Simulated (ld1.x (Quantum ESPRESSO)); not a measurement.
# Transferability test, RRKJ potential for lutetium (Lu)

- Element: Lu (Z = 71)
- Generator: ld1.x (Quantum ESPRESSO) 7.5
- Type: norm-conserving RRKJ (Kleinman–Bylander form)
- Functional: PBE
- Relativity: scalar-relativistic
- Frozen core: [Xe] 4f14
- Valence charge: 3
- Reference configuration: 5d1 6s2 6p0
- Partial waves: 6p (bound, empty): rc 3.45 bohr; 5d (bound): rc 2.25 bohr; 6s (bound): rc 2.55 bohr
- Local potential: the s channel
- Core correction: Bessel-smoothed model core, default radius (core density twice the valence density)
- rho0: 0.01

Energies are relative to the spin-unpolarised reference configuration 5d1 6s2 6p0; without spin polarisation the order of configurations can differ from experiment. The frozen-core shift is the all-electron ΔE with the core orbitals held at their reference shape minus the fully relaxed ΔE.

```
valence configuration  charge  ΔE all-electron (eV)  error AE − PS (meV)  frozen-core shift (meV)
          5d1 6s1 6p0      +1                 7.365                 -9.0                     +7.8
          5d1 6s0 6p0      +2                20.644                  -63                      +57
        5d1 6s1.5 6p0    +0.5                 2.988                 -2.1                     +1.8
      5d1.5 6s1.5 6p0       0                 1.481                  -10                     +6.7
          5d1 6s1 6p1       0                 3.419                 -8.1                     +4.5
          5d0 6s2 6p1       0                 0.947                  -98                      +67
```

(1) What are ΔE and the potential's error for 5d1 6s0 6p2?

Results:

(1) ΔE = 7.030 eV all-electron; the error (AE − PS) is -37 meV.
